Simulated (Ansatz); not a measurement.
**Energy profile**

The step: HfHOF₃ ([OH][Hf]([F])([F])[F]) + H₂ → HfHF₃ ([F][HfH]([F])[F]) + H₂O (still joined by a long Hf–O bond); bonds formed: Hf1–H7, O2–H6; bonds broken: H6–H7; bonds weakened to dative contacts: Hf1–O2 (atoms numbered as in the saddle structure below).

```
8
angstrom
Hf -0.4132 0.6114 -0.1129
O 0.9255 -1.0320 -0.4323
F -1.4217 0.6591 -1.7159
F -1.4890 1.4496 1.2159
F 1.0489 1.8300 -0.1363
H 0.1768 -1.3354 0.4544
H -0.6979 -1.0845 1.0016
H 1.8707 -1.0982 -0.2746
```

Electronic energies by CCSD(T) at an estimated basis limit (MP2 extrapolated from triple and quadruple zeta, plus CCSD(T) − MP2 in triple zeta), on PBE0-D4/def2-TZVP structures; HfH3OF3, closed shell; no counterpoise correction. Ansatz 0.2.0; basis: def2-TZVPP and def2-QZVPP; cores frozen in the correlated methods. Core potentials replace the inner electrons of the atoms past krypton. Extrapolation: Hartree–Fock as exp(−7.88 √X), correlation as X^−2.97.

Problem. Give the profile in eV, counted from the separated reactants. (An estimate is asked for; the value comes from the calculation.)

Solution. Computed:
```
                                                                                                       point      eV
separated: HfHOF3 (linked as [OH][Hf]([F])([F])[F]; Hf1, O2, F3, F4, F5, H8; singlet) + H2 (H6, H7; singlet)   0.000
                                                                                             start structure  -0.075
                                                                                                      saddle   1.387
                                                                                               end structure   0.820
     separated: HfHF3 (linked as [F][HfH]([F])[F]; Hf1, F3, F4, F5, H7; singlet) + H2O (O2, H6, H8; singlet)   1.619
```

The T1 diagnostic stays at or below 0.017.

For scale, one of the runs: CCSD(T)/def2-TZVPP, 222 basis functions, launched by `ansatz run in.yaml --threads 8 --pin off --events-out ev --progress --plain --max-ram 19148MiB`. Hardware: 8 CPU threads of an Intel Xeon 6975P-C, shared host. Wall time 25 s; peak host memory 5 GiB.
